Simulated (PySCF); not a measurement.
**A small calculation by hand: chemical shift, span and skew from a shielding tensor**

C₂H₂N₃, SMILES C1=NC=N[N]1 (connectivity only; charge and spin as stated), charge -1, multiplicity 1. Atoms are numbered in the order given.

```xyz
7

C      0.0000     1.0327     0.3225
N      0.0000     0.0000     1.1872
C      0.0000    -1.0327     0.3225
N      0.0000    -0.6773    -0.9611
N      0.0000     0.6773    -0.9611
H      0.0000     2.0794     0.6372
H      0.0000    -2.0794     0.6372
```
Charge -1, spin multiplicity 1.

Coordinates come from a PBE0-D3(BJ)/def2-SVPD optimisation. The multiplicity is an assumed one; other spin states were not compared. The isomer is the one that the SMILES or the coordinates give; other isomers of the formula were not compared.

GIAO shieldings from KT2/pcSseg-1 (PySCF), non-relativistic, no solvent. The symmetric part of the tensor of N2 has the principal values -124.2, -78.1, 225.2 ppm. The same nucleus in NH3 has σ = 266.2 ppm at this level (PySCF, at its B3LYP-D3(BJ)/def2-TZVP geometry).

### Question
Work out the isotropic shielding, the ¹⁵N shift against NH3, the span and the skew.

### Answer

σ(iso) = (σ11 + σ22 + σ33)/3 = 7.6 ppm. δ = σ(ref) − σ(iso) = 266.2 − (7.6) = 258.6 ppm.
Span Ω = σ33 − σ11 = 349.4 ppm. Skew κ = 3(σ(iso) − σ22)/Ω = 0.74. Tumbling in solution averages the tensor to δ; in a static solid the shielding alone would spread this spin-1/2 line over Ω.
